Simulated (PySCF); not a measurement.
C2H6F2Si, SMILES F[C@@H]([SiH2]F)C. Geometry optimised at ωB97X-D3(BJ)/def2-SVP. The structure was generated by enumeration; whether it is a known compound was not checked. One conformer was computed; it need not be the lowest.

Computed equilibrium geometry at ωB97X-D3(BJ)/def2-SVP (PySCF confirms it by a frequency run) as bond lengths and angles (one conformer of several):
Atoms: C1 C2 F3 Si4 F5 H6 H7 H8 H9 H10 H11. Bonded distances (Å): C1–C2 1.520, C1–H6 1.102, C1–H7 1.101, C1–H8 1.102, C2–F3 1.400, C2–Si4 1.891, C2–H9 1.106, Si4–F5 1.628, Si4–H10 1.485, Si4–H11 1.489. Angles (°): C2–C1–H6 110.6, C2–C1–H7 110.2, C2–C1–H8 111.1, H6–C1–H7 108.3, H6–C1–H8 108.5, H7–C1–H8 108.0, C1–C2–F3 109.2, C1–C2–Si4 112.8, C1–C2–H9 109.9, F3–C2–Si4 107.2, F3–C2–H9 107.3, Si4–C2–H9 110.3, C2–Si4–F5 109.6, C2–Si4–H10 109.4, C2–Si4–H11 109.8, F5–Si4–H10 108.5, F5–Si4–H11 107.9, H10–Si4–H11 111.5.
